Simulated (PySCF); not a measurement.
# Structure elucidation problem

The spectra below were simulated for a compound C₅H₁₆Si₂.

1H NMR (600 MHz, computed): δ 3.98 (t, 3H), 3.95 (t, 2H), 1.04 (s, 9H), -0.20 (m, 2H).

13C{1H} NMR (computed): δ 29.3 (CH3), 20.6 (C), -15.0 (CH2).

Calculated, not measured (PySCF): PBE0/pcSseg-1 with gauge-including orbitals, GFN2-xTB geometry. One averaged value for each set of equivalent atoms, no relativistic terms, one computed conformer, gas phase.

Scale: 1H (σ = 31.72 ppm) and 13C (σ = 186.93 ppm) against TMS (reference shieldings calculated alike).

Task: Propose a structure and justify it.

Result: 
1. The formula gives 0 degrees of unsaturation.
2. 3 carbon signals for 5 carbons: some carbons are equivalent by symmetry or fast rotation.
3. Carbon types of the structure: 1 × C, 1 × CH2, 3 × CH3, leaving 5 H on heteroatoms.
4. δC 29.3: methyl carbon; a saturated carbon with 1 carbon neighbour and no heteroatom attached.
5. δC 20.6: fully substituted sp3 carbon bonded to Si.
6. δC -15.0: sp3 CH2 bonded to 2 Si; an electropositive neighbour leaves it electron-rich and shielded.
7. δH 3.98: hydrogen on a silicon bonded to C.
8. δH 3.95: hydrogen on a silicon bonded to 2 C.
9. δH 1.04: hydrogen on a methyl carbon.
10. δH -0.20: hydrogen on an sp3 CH2 bonded to 2 Si; an electropositive neighbour shields it, as in TMS itself.

These data were computed for SMILES CC(C)(C)[SiH2]C[SiH3].

This is the structure that produced the data.

Shifts are as computed. Against solution values, carbons near 30 ppm lie about +3 ppm off and those near 130 ppm about +5 ppm. Of 1211 compounds with measured shifts, 218 miss one by over three times the rms of a fit or turn the order of signals round; such compounds aren't used in these exercises. Multiplicities follow the n + 1 count of equivalent neighbours, as no J values were calculated; m marks all less simple cases, F and P coupling included.
